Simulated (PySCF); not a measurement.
# Ionisation energy of In⁴⁸⁺ by level of theory

In⁴⁸⁺ 1s1 (2S) → In⁴⁹⁺ (bare nucleus), as a difference of total energies. Computed with PySCF 2.14 in an even-tempered Gaussian basis (19 s from 94 bohr⁻², ratio 2; 7 p from 140 bohr⁻², ratio 2.2; 4 d from 430 bohr⁻², ratio 2.2; 4 f from 640 bohr⁻², ratio 2.2; 3 g from 960 bohr⁻², ratio 2.2; 2 h from 1400 bohr⁻², ratio 2.2), with scalar relativity by spin-free X2C-1e. The calculations carry no spin-orbit coupling.

```tsv
method	ionisation energy (eV)
UHF	33782.3
PBE	33777.7
PBE0	33778.9
r2SCAN	33784.4
BP86	33784.6
```

**Question.** Estimate what BLYP gives.

**Answer.** 33782.9 eV, closest to UHF among the rows shown.

**Question.** Estimate what LDA gives.

**Answer.** 33722.4 eV, closest to PBE among the rows shown.

For one electron Hartree-Fock is exact for this Hamiltonian up to the basis; QED and nuclear recoil make up the gap, and the density functionals add self-interaction.

For comparison: 33750.4 eV (theoretical estimate listed by NIST; NIST Atomic Spectra Database, ionization energies).
